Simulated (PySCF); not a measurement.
Problem. What does the GFN2-xTB structure of `CC[C@@H]1C=C[S@](=O)C1` look like in three dimensions?

Solution. 
```xyz
18
C6H10OS angstrom
C     -1.534    0.837    0.471
C     -1.385   -0.565   -0.106
C      0.084   -0.986   -0.303
C      0.863   -0.801    0.962
C      1.792    0.134    0.970
S      1.955    1.051   -0.588
O      1.224    2.309   -0.401
C      0.799   -0.175   -1.383
H     -2.578    1.140    0.453
H     -0.957    1.565   -0.095
H     -1.187    0.866    1.502
H     -1.866   -1.284    0.561
H     -1.889   -0.622   -1.074
H      0.089   -2.048   -0.579
H      0.614   -1.412    1.818
H      2.412    0.423    1.799
H      1.439   -0.807   -1.996
H      0.119    0.381   -2.023
```

Any rigid rotation of these coordinates is as good. Atoms count from 1 in this order. The 2 C–S bonds span 1.815 Å (C5–S6, drawn single) to 1.862 Å (S6–C8, drawn single), a spread of 0.047 Å. The C–C distances run from 1.318 Å (C4=C5, drawn double) to 1.540 Å (C2–C3, drawn single), a spread of 0.222 Å. Of the pairs four or more bonds apart, O7···H10 is among the closest relative to their van der Waals radii: 2.32 Å, 85 % of the sum of Bondi's values. The 5-membered ring C3–C4–C5–S6–C8 has internal angles of 88.8° to 117.4° (sum 537°, against 540° for a flat polygon); it is puckered, 0.08 Å rms from its mean plane, widest ring torsion 17°.

Bonds between heavy atoms (Å): C1–C2 1.524, C2–C3 1.540, C3–C4 1.497, C4=C5 1.318, C5–S6 1.815, S6=O7 1.467, S6–C8 1.862, C3–C8 1.528.

Structure optimised with GFN2-xTB, isolated species.

Point group: C1 (no symmetry element, even within 0.4 Å). GFN2-xTB frequencies: not computed here. One conformer, not necessarily the lowest (C1–C2–C3–C4 53°, C2–C3–C4–C5 -112°, C4–C5–S6–O7 99°, C5–S6–C8–C3 15°, C2–C3–C8–S6 105°).
